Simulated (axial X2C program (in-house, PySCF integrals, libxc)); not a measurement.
## YS⁻ at several levels of theory

Computed with an axial X2C code built on PySCF integrals. Spin-free means the one-electron spin-free X2C Hamiltonian; two-component (2c) means X2C with spin–orbit coupling and atomic mean-field two-electron Coulomb and Gaunt terms, so the difference of the two also holds small scalar two-electron terms. Basis: Y dyall-acv3z [12s13p10d6f3g], S dyall-av3z [9s8p3d2f] (cores contracted in-house); Gaussian nuclei, density fitting, unrestricted open shells. Masses: Y 88.906 u, S 31.972 u.

Input file and command:
```json
{"zs": [39, 16], "q": -1, "bas": ["dyall-acv3z", "dyall-av3z"], "levels": ["PBE0", "HF", "BLYP"], "cc": true, "r0": 2.24, "thr": -1.0, "nmax": 90, "npts": 10, "nst": 2, "ntry": 6}
```
```bash
python so2c.py task.json out
```

Keys: zs atomic numbers; q charge; bas basis sets; levels methods; cc coupled cluster on or off; r0 starting distance in Å; thr threshold in hartree for freezing inner shells (an s shell follows its p shell); nmax most natural virtual spinors; npts points on the curve; nst determinants followed; ntry starts of the search. HF also brings MP2.

State, spin-free: M_S = 0, Λ = 0 (closed shell); electrons by block: σα: 14, σβ: 14, π+α: 6, π+β: 6, π-α: 6, π-β: 6, δ+α: 1, δ+β: 1, δ-α: 1, δ-β: 1. Fragments: Y + S-.

State, 2c: Ω = 0 (closed shell); electrons by block: 1/2: 20, -1/2: 20, 3/2: 7, -3/2: 7, 5/2: 1, -5/2: 1. Fragments: Y + S-.

| Hamiltonian | level | Re (Å) | ωe (cm⁻¹) | ωexe (cm⁻¹) | αe (cm⁻¹) | De (eV) | μ (D) |
| --- | --- | --- | --- | --- | --- | --- | --- |
| spin-free | PBE0 | 2.325 | 453.3 | 1.06 | 0.000437 | 4.98 | -2.03 |
| spin-free | HF | 2.373 | 445.6 | 0.951 | 0.000392 | 3.62 | -2.46 |
| spin-free | MP2 | 2.375 | 433.7 | 0.988 | 0.000412 | 5.13 | n/a |
| spin-free | CCSD | 2.381 | 433.9 | 0.944 | 0.000399 | 4.85 | n/a |
| spin-free | CCSD(T) | 2.386 | 427.6 | 0.989 | 0.000413 | 5.02 | n/a |
| spin-free | BLYP | 2.358 | 424.0 | 1.13 | 0.00047 | 4.76 | -2.26 |
| 2c | PBE0 | 2.325 | 453.4 | 1.06 | 0.000437 | n/a | -2.02 |
| 2c | HF | 2.372 | 445.7 | 0.952 | 0.000392 | n/a | -2.46 |
| 2c | MP2 | 2.375 | 433.8 | 0.989 | 0.000412 | n/a | n/a |
| 2c | CCSD | 2.381 | 433.9 | 0.942 | 0.000399 | n/a | n/a |
| 2c | CCSD(T) | 2.386 | 427.7 | 0.986 | 0.000413 | n/a | n/a |
| 2c | BLYP | 2.358 | 424.1 | 1.13 | 0.000471 | n/a | -2.25 |

Correlated methods: 10 electrons correlated (number of frozen shells: Y 4 s, 3 p, 1 d; S 2 s, 1 p), 326 virtual spin orbitals or spinors in MP2, 90 natural virtuals in coupled cluster.

Dipoles are positive if S is the positive end and refer to the centre of mass.

One determinant describes the state; a PBE0 search over occupations chose it and may have missed a lower one. Closed shells are restricted here (equal orbitals for both partners); the stretched side of such a curve lies too high. De is counted from the lowest determinant-based energies of the atoms at the same level, without counterpoise correction. De is not given where an atomic determinant may have missed its ground term or J level, or where the truncated virtual space spoils (T). CCSD and (T) use frozen natural virtuals with an MP2 correction for the truncation; (T) itself is uncorrected, so its De runs slightly low. The functionals have no current-density term, which raises determinants with orbital currents, atoms included. The outer-core s and p shells of the metal are frozen in the correlated rows, which leaves out core–valence correlation; for alkali and alkaline-earth bonds that tends to lengthen them. The highest occupied level of some functionals is positive through self-interaction error; at Hartree–Fock it is bound. With the outer-core shells frozen, correlated bond lengths of heavy atoms tend to come out a few hundredths of an ångström too long. Hartree–Fock gets electron affinities wrong, so its lowest charge split need not be the true one.

Rough cost a point (2c) on 1 thread(s) of a shared host, integrals apart: PBE0 1.4 s, HF 1 s, CCSD(T) 4 s, BLYP 0.8 s.

The whole task took 3.3 min on 1 thread of Arm Neoverse V2, with other jobs on the host.
